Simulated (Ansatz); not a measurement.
A run for Ansatz (a first-principles code): R-B3LYP/def2-TZVPPD on C3H6O2 (a complex), monomers drawn apart or pushed together. Files ending in .json are basis or fitting sets from the Basis Set Exchange.

Ansatz 0.2 input:
```yaml
crystal:
  periodic: [false, false, false]
  atoms:
    - {symbol: O, position_ang: [0.37156839, 0.92968938, 0.38385986]}
    - {symbol: C, position_ang: [-0.01396512, -0.13057827, 0.11522625]}
    - {symbol: O, position_ang: [-0.39888459, -1.18956670, -0.15788720]}
    - {symbol: C, position_ang: [-0.21531024, -0.60692241, 4.01412665]}
    - {symbol: C, position_ang: [0.23222620, 0.75891788, 4.52654944]}
    - {symbol: H, position_ang: [-0.45314617, -1.28427680, 4.83663334]}
    - {symbol: H, position_ang: [0.56491201, -1.08454014, 3.41728831]}
    - {symbol: H, position_ang: [-1.10990638, -0.52681585, 3.39255350]}
    - {symbol: H, position_ang: [-0.54813824, 1.23084308, 5.12675814]}
    - {symbol: H, position_ang: [0.46964611, 1.43274809, 3.70180591]}
    - {symbol: H, position_ang: [1.12280291, 0.67370070, 5.15227154]}
basis:
  gaussian:
    orbitals: def2-TZVPPD.json
hamiltonian:
  xc: {name: B3LYP}
scf: {lower_state_search: off}
```

The log:

```
WARN ansatz: RAYON_NUM_THREADS=2 ignored (pool sized by the plan → 2); use --threads N
Functional definition: B3LYP
these checks for a lower state are left out or cut short: stability, starts, cluster_reference, orbital_swaps, neighbouring_geometries, increment
integrals: 0.19 GiB planned
1244 factors; their error is unknown
mean field: 1.85 GiB planned
mean field evaluation 1: about -7294.9885 eV, gradient 8.0e1 eV
mean field evaluation 2: about -7282.6130 eV, gradient 1.1e2 eV
mean field evaluation 4: about -7307.1959 eV, gradient 5.9e0 eV
mean field evaluation 8: about -7307.2696 eV, gradient 2.4e-1 eV
mean field evaluation 16: about -7307.2629 eV, gradient 1.3e-4 eV
mean field -7307.26285901 eV, -268.5369570278 hartree, gradient 7.3e-6 eV, S^2 0.000000; 0 other end points of the search recorded, 0 dependent functions left out
reference -7307.26319696 eV, -268.5369694473 hartree; 20, 20 occupied and 273, 273 virtual orbitals, 1244 factors
Total energy: -7307.26319696 eV, -268.5369694473 hartree
Checks for a lower state left out: stability, starts, cluster_reference, orbital_swaps, neighbouring_geometries, increment
```

Self-consistency was reached.

Cost: about 6 core-seconds (a rough figure).
